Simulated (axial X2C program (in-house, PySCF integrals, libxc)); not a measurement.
Testing model relations on SiSe⁺

A bond curve at the B3LYP level, two-component, was computed with an in-house relativistic program for diatomic molecules (basis Se dyall-cv3z [8s9p6d4f1g], Si dyall-v3z [8s7p2d1f] (cores contracted in-house)) for the state Ω = 3/2 (⟨Sz⟩ = 0.50, ⟨Lz⟩ = 1.00 at B3LYP). Its fit gives Re = 2.2236 Å, ωe = 452.0 cm⁻¹, ωexe = 1.37 cm⁻¹ and αe = 7.297e-04 cm⁻¹; the masses are 79.9165 and 27.9769 u. Two-component means X2C with spin–orbit coupling and atomic mean-field Coulomb and Gaunt terms.

**Question.** Find the reduced mass, Be and the force constant.

**Answer.** From the B3LYP values: μ = 20.7225 u. Be = 16.8576/(μ Re²) = 0.1645 cm⁻¹. k = 5.8918×10⁻⁷ μ ωe² = 2.49 mdyn/Å.

**Question.** Estimate De from a Morse curve and compare with the computed well depth of 3.698 eV to Se + Si+.

**Answer.** De(Morse) = ωe²/(4ωexe) = 4.622 eV against 3.698 eV computed, a ratio of 1.25. The extrapolation overshoots: the well softens faster than a Morse curve, or the lowest atomic limit lies below the one to which the curve heads.

**Question.** Estimate the centrifugal constant by the Kratzer relation.

**Answer.** D = 4Be³/ωe² = 8.72e-08 cm⁻¹.

**Question.** Where do the fundamental and the first overtone lie?

**Answer.** ν(1←0) = ωe − 2ωexe = 449.3 cm⁻¹; ν(2←0) = 2ωe − 6ωexe = 895.8 cm⁻¹.

**Question.** A Morse curve ties αe to the other constants (Pekeris). How well does that hold?

**Answer.** αe(Morse) = 6Be²/ωe × (√(ωexe/Be) − 1) = 6.776e-04 cm⁻¹; the B3LYP curve gives 7.297e-04 cm⁻¹, a ratio of 0.93.

Occupations by symmetry block were frozen at the best pattern of an incomplete PBE0 search. De is counted from the lowest determinant-based energies of the atoms at the same level, without counterpoise correction. Density functionals use the spin component along the axis (collinear). A 2c atom that is not at its ground J level misses part of its spin–orbit lowering, and De is too large by that part (0.04 eV or less for light atoms). This holds for B3LYP. Other states lie close and PBE0, whose exact exchange favours high spin, may order them wrongly; the determinant shown need not be the ground state. The nearest other 2c determinant of the search, Ω = 1/2, lies 0.17 eV up at the distance of the search. Without a current term, density functionals place determinants with orbital angular momentum somewhat too high.
